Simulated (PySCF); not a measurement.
Computed shifts of a molecule FH6NSi2, PBE/pcSseg-1 (PySCF), GIAO, gas phase, equivalent atoms averaged, in ppm (number of nuclei): ²⁹Si: 9.8 (1), -45.5 (1). ¹⁹F: -294.8 (1). ¹⁵N: 3.2 (1). ¹H: 6.09 (2), 5.60 (1), 5.30 (1), 0.34 (1), -0.03 (1). References: ²⁹Si against TMS (σ = 335.4 ppm); ¹⁹F against CFCl3 (σ = 133.6 ppm); ¹⁵N against NH3 (σ = 267.0 ppm); ¹H against TMS (σ = 31.49 ppm), references at their B3LYP-D3(BJ)/def2-TZVP geometries, non-relativistic. Geometry optimised at PBE-D3(BJ)/def2-SVP. The values are those of a single conformer.

### Question
Which structure fits?
(A) F[SiH2]N[SiH3]
(B) N[Si@H](F)[SiH3]
(C) N[SiH2][SiH2]F

### Answer
C, N[SiH2][SiH2]F
